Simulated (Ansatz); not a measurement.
Consider the formal exchange of groups at the Al–N bond: `[AlH2][N]1[CH2][AlH]1` + `N[SiH3]` → `N[SiH2][AlH2]` + `[CH2]1[NH][AlH]1`.

Program: Ansatz. Geometries: PBE0-D4/def2-TZVP. ΔE: electronic, gas phase. CCSD(T)/CBS is the MP2 limit (def2-TZVPP, def2-QZVPP) plus CCSD(T) − MP2 in def2-TZVPP, frozen cores. This one scheme is used for every species. Functionals use def2-TZVPP. One conformer a species, not always the lowest.

CCSD(T)/CBS gives +27.7 kcal/mol.

(1) Another level gave +23.6 kcal/mol. Which?
A. MP2/def2-TZVPP
B. RPA@PBE/def2-TZVPP
C. revPBE-D4/def2-TZVPP
D. HF/def2-TZVPP

Largest T1 diagnostic among the species: 0.015.

Answers

(1) C. revPBE-D4 23.6, RPA@PBE/def2-TZVPP 28.2, HF/def2-TZVPP 29.9, MP2/def2-TZVPP 31.1 kcal/mol.

From BLYP to BHLYP (50 % exact exchange), in def2-TZVPP and without D4, ΔE moves by +1.7 kcal/mol. At CCSD(T), def2-SVP lies +1.3 kcal/mol from the extrapolated value and def2-TZVPP +0.6 kcal/mol.
